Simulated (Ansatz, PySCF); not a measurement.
This Ansatz (a quantum-chemistry and plane-wave program) input computes a SVWN5/def2-TZVPD energy:

Ansatz 0.2 input:
```yaml
crystal:
  periodic: [false, false, false]
  atoms:
    - {symbol: S, position_ang: [-0.92033396, 0.01263961, 0.45810799]}
    - {symbol: S, position_ang: [0.82388438, 0.04083510, -0.47353801]}
    - {symbol: H, position_ang: [1.54319333, -0.85559544, 0.24688016]}
basis:
  gaussian:
    orbitals: def2-TZVPD
hamiltonian:
  xc: {name: SVWN5}
magnetization: {spin_polarized: true, initial_magnetization: 1}
output: {forces: true}
```

### Question
Write an input for the same energy in PySCF and say what it gives.

### Answer

```python
from pyscf import gto, scf, dft

mol = gto.M(
    atom='''
    S    -0.92033396    0.01263961    0.45810799
    S     0.82388438    0.04083510   -0.47353801
    H     1.54319333   -0.85559544    0.24688016
    ''',
    basis='def2-tzvpd',
    charge=0,
    spin=1,
    verbose=4,
)

mf = dft.UKS(mol, xc='svwn').density_fit(auxbasis='def2-universal-jkfit')
mf.grids.level = 3
mf.conv_tol = 1e-9
mf.max_cycle = 100
mf.max_memory = 1500
mf.kernel()
if not mf.converged:
    mf = mf.newton()
    mf.kernel(mf.make_rdm1())
for _ in range(2):
    mo, _, stable, _ = mf.stability(return_status=True)
    if stable:
        break
    mf.kernel(mf.make_rdm1(mo, mf.mo_occ))
mf.analyze()
```
It gives -794.25542 Eh, and Ansatz -794.25539 Eh, a difference of 0.03 mEh, from the treatment of integrals and grids.

It need not be the lowest isomer of its formula.
